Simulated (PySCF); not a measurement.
# Tl⁺ (thallium, charge +1) across methods

[Xe] 4f14 5d9 6s2 6p1, one real determinant (an excited configuration). Calculation: PySCF 2.14, in x2c-QZVPPall (16s10p9d6f1g, 142 functions); scalar relativity by spin-free X2C-1e.

| method | E (hartree) | mean ε 6s α (eV) | mean ε 6s β (eV) | mean ε 6p α (eV) | Σ⟨r²⟩ (bohr²) | ⟨S²⟩ |
| --- | --- | --- | --- | --- | --- | --- |
| LDA | -20236.78 | -19.317 | -18.523 | -10.489 | 57.69 | 2.001 |
| UHF | -20243.06741 | -22.865 | -20.441 | -13.684 | 58.31 | 2.008 |
| r2SCAN | -20249.01 | -19.375 | -18.245 | -10.666 | 57.60 | 2.003 |
| PBE | -20249.03 | -19.005 | -18.096 | -10.381 | 57.84 | 2.001 |

Question: Estimate the same row for PBE0.

Answer: E (hartree) = -20248.75; mean ε 6s α (eV) = -20.205; mean ε 6s β (eV) = -18.958; mean ε 6p α (eV) = -11.360; Σ⟨r²⟩ (bohr²) = 57.72; ⟨S²⟩ = 2.002.

⟨L²⟩ = 8.00 against 12 for a pure F term, so this real determinant mixes terms. Spin-orbit coupling, absent here, splits the open shell strongly.
